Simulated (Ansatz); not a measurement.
`[OH][Ti]([OH])([OH])[Cl]` + HCl → `[OH][Ti]([OH])([Cl])[Cl]` + H₂O  (ligand exchange at a Ti–O bond)

Gas-phase electronic energies from Ansatz, PBE0-D4/def2-TZVP geometries. CCSD(T)/CBS adds triple-zeta CCSD(T) − MP2 to the extrapolated MP2 energy (def2 sets, frozen cores). This one scheme is used for every species. DFT in def2-TZVPP. For Ti outer-core shells are correlated without core-valence functions, which leaves a few kJ/mol of doubt a bond. Scalar relativity is left out up to krypton. One conformer a species, not always the lowest.

`[OH][Ti]([OH])([OH])[Cl]`:

Z-matrix (Å, degrees):
```
Ti
O 1 1.786
O 1 1.781 2 109.3
O 1 1.780 2 108.5 3 121.6
Cl 1 2.220 2 110.9 3 -119.4
H 2 0.959 1 129.5 3 23.3
H 3 0.957 1 135.9 2 128.1
H 4 0.958 1 134.3 2 147.1
```

HCl:

```xyz
2

Cl    0.008   -0.619   -0.161
H    -0.008    0.619    0.161
```

`[OH][Ti]([OH])([Cl])[Cl]`:

Cartesian coordinates in Å:
```
O -0.829 0.731 0.973
Ti 0.228 -0.292 0.008
O 0.216 0.280 -1.665
Cl 2.266 -0.198 0.828
Cl -0.491 -2.368 0.107
H -1.155 0.850 1.866
H -0.233 0.997 -2.117
```

H₂O:

```xyz
3

O     0.214    0.224   -0.235
H    -0.234   -0.595   -0.458
H     0.020    0.370    0.693
```

```csv
level,ΔE (kJ/mol)
BLYP-D4,-27.6
r2SCAN0-D4,-32.8
CAM-B3LYP-D4,-23.2
HF/def2-SVP,-18.9
MP2/def2-SVP,-22.5
CCSD/def2-SVP,-12.9
CCSD(T)/def2-SVP,-18.6
CCSD/CBS(def2),-28.6
```

Question: What does CCSD(T)/CBS give? (An estimate is asked.)

Answer: Ansatz gave: -33.0 kJ/mol. The listed levels differ from it by 5.4, 0.2, 9.8, 14.1, 10.5, 20.1, 14.4, 4.4 kJ/mol.

Question: What do rigid-rotor, harmonic-oscillator terms from PBE0-D4/def2-TZVP frequencies (298.15 K, 1 bar) make of the CCSD(T)/CBS value? (Estimate.)

Answer: The calculation gave: ΔZPE = +8.0 kJ/mol, ΔH = -24.6 kJ/mol, ΔS = 6 J/(mol·K), ΔG = -26.5 kJ/mol.

Largest T1 diagnostic among the species: 0.024, so the coupled-cluster value is less sure than usual.

At CCSD(T), def2-SVP lies +14.4 kJ/mol from the extrapolated value and def2-TZVPP +4.7 kJ/mol. Leaving LDA and LC-ωPBE aside and taking each functional with its dispersion term where it has one, the values, not all of them listed here, spread over 11.9 kJ/mol, from PBE-QIDH to CAM-B3LYP-D4.
